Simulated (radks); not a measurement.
Values are calculated unless marked as measured or tabulated.
Q: Neutral platinum: order these configurations by energy. Code: a radial shooting solver on a logarithmic mesh with Libxc functionals. Model: scalar-relativistic Kohn-Sham, LDA (Slater exchange, Perdew-Wang correlation), spin-polarised, spherical densities, finite nucleus; Fermi nuclear charge, rms radius of each element as measured or else 0.836 A^(1/3) + 0.57 fm. Open shells are filled with parallel spins first. [Xe] 4f14 5d10; [Xe] 4f14 5d8 6s1 6p1; [Xe] 4f14 5d8 6s2; [Xe] 4f14 5d9 6p1; [Xe] 4f14 5d9 6s1.

A: From the lowest, in eV above it: [Xe] 4f14 5d9 6s1 0.000; [Xe] 4f14 5d10 0.445; [Xe] 4f14 5d8 6s2 0.805; [Xe] 4f14 5d9 6p1 5.271; [Xe] 4f14 5d8 6s1 6p1 5.589.
